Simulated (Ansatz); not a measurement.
Harmonic frequencies (cm⁻¹) at PBE0-D4/def2-TZVP from Ansatz: 137, 176, 202, 234, 253, 304, 369, 564, 610, 643, 686, 758, 1041, 1068, 1205, 1414, 1421, 3044, 3141, 3149, 3898.

Each molecule was computed in one conformer, which needn't be the lowest.

(1) Which molecule is it?
A. `[NH]=[Mo](=[NH])([NH2])[F]`
B. `[CH3][Mo](=[O])(=[O])[OH]`
C. `[NH2][Mo](=[O])(=[O])[OH]`
D. `[NH2][Mo]([NH2])(=[O])=[S]`

Answers

(1) B.
